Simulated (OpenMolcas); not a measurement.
Mn3+ (d4) in a complex was computed by CASSCF with the d shell active (OpenMolcas, ANO-RCC-VDZP on the metal). Its lowest spin-free states, and all those of the highest spin:

| 2S+1 | Degeneracy | E (cm-1) |
| --- | --- | --- |
| 5 | 1 | 0.0 |
| 5 | 2 | 842.9 |
| 5 | 2 | 9724 |
| 3 | 2 | 21399 |
| 3 | 2 | 21734 |
| 3 | 2 | 21752 |
| 3 | 2 | 21881 |
| 3 | 2 | 22039 |
| 3 | 1 | 22353 |
| 3 | 2 | 23611 |
| 3 | 2 | 24249 |
| 3 | 1 | 25440 |

**Question.** Is the site octahedral, tetrahedral or cube-like, axial, or of lower symmetry?

**Answer.** The states with 2S+1 = 5 have orbital degeneracies 1, 2, 2. There are pairs but no triples, so the site is axial: not cubic, but with a proper or improper axis of order three or more. The run had Mn3+ with 2 ligands (iodide) in linear coordination (D∞h) at 2.51 Å. Ligand basis ANO-RCC-VDZP.

Without dynamic correlation the repulsion within the d shell is too large (B by tens of per cent), so at a given field states of lower spin stand too high. Ligand-to-metal charge-transfer states are missing. This ion would oxidise such ligands; the complex is a model and need not exist. With no ligand orbital active B as a rule stays too high, so bands that hang on it stand too high and its fall with covalency is understated. No measured value stands beside these numbers; the geometry is a model, was not optimised and need not be the one that this ion takes.
